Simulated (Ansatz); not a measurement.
The standard entropy of BNH3F3 (SMILES [NH3+][B-](F)(F)F) from a frequency calculation

A singlet with charge 0, relaxed at PBE/def2-SVP (Ansatz 0.2.0):

```xyz
8

N    -0.5056   -0.0528    0.6506
B     0.5458    0.0400   -0.6864
F     1.5363   -0.8679   -0.3832
F    -0.2524   -0.3149   -1.7514
F     0.9533    1.3557   -0.6873
H    -1.2981    0.5939    0.5321
H    -0.0097    0.1964    1.5179
H    -0.8776   -1.0075    0.7518
```

Harmonic wavenumbers in cm⁻¹: 87, 260, 260, 422, 436, 436, 656, 759, 759, 869, 1228, 1260, 1260, 1561, 1561, 3381, 3509, 3509.

Masses in u: N 14.007, B 10.81, F 18.998, H 1.008. Take T = 298.15 K, p = 1 bar, R = 8.3145 J/(mol K), kT/hc = 207.22 cm⁻¹, rigid rotor and harmonic oscillator.

**Question.** Compute the standard molar entropy.

**Answer.** 
1. Translation (Sackur–Tetrode): S = R[3/2 ln M + 5/2 ln T − 1.1517] with M = 84.835 gives 164.2 J/(mol K).
2. Rotation: principal moments 104.964, 110.392, 110.398 u Å² give A, B, C = 0.1606, 0.1527, 0.1527 cm⁻¹; the symmetry number is σ = 3; q = (√π/σ)√((kT/hc)³/ABC) = 28800; S = R(ln q + 3/2) = 97.8.
3. Vibration: with u = ν̃/207.22, each mode gives R[u/(eᵘ − 1) − ln(1 − e⁻ᵘ)]; the sum is 44.9, most from 87 cm⁻¹ (15.6), 260 cm⁻¹ (7.0), 260 cm⁻¹ (7.0).
4. Electronic: R ln 1 = 0.0, from the spin multiplicity alone.
5. Sum: 164.2 + 97.8 + 44.9 + 0.0 = 306.9 J/(mol K).

No measured value is set beside it here. Where a soft mode is a torsion, a harmonic oscillator describes it poorly.
